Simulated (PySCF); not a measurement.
## Dipole response of Sr⁺ (strontium, charge +1)

[Kr] 4d1, 2D determinant (an excited configuration). All numbers are calculated (PySCF 2.14, scalar relativity by spin-free X2C-1e, in x2c-TZVPPall with one added diffuse shell each of s, p, d, f type (9s7p7d3f1g, 95 functions)). Coupled (time-dependent) response in atomic units; α is the mean over directions.

```json
{"method": "wB97X-V", "mean α (bohr³)": "78.60", "α xx, yy, zz": "110.0, 110.0, 15.91", "C₆ (like pair)": "334.2", "S(−4)": "38980"}
```

S(−4) is the Cauchy moment in α(ω) = α(0) + S(−4) ω² + …

Spin-orbit coupling is absent.

α(iu) at wB97X-V:

```csv
u (hartree),α(iu) (bohr³)
0,78.60
0.0500,41.14
0.100,24.96
0.200,15.86
0.300,12.02
0.500,8.144
0.750,5.682
1.00,4.210
1.50,2.544
2.00,1.677
3.00,0.8706
5.00,0.3549
```

A single London oscillator, α(iu) = α/(1 + u²/ω²), gives C₆ = (3/4) ω α². Matching the computed C₆ needs ω = 4 × 334.2 / (3 × 78.60²) = 0.0721 hartree.

For an ion, C₆ is the dispersion term alone; charge-induced terms of lower order in 1/R come first.

The components differ because the open shell of this determinant is not spherical; for a pure term their mean is the scalar polarisability.
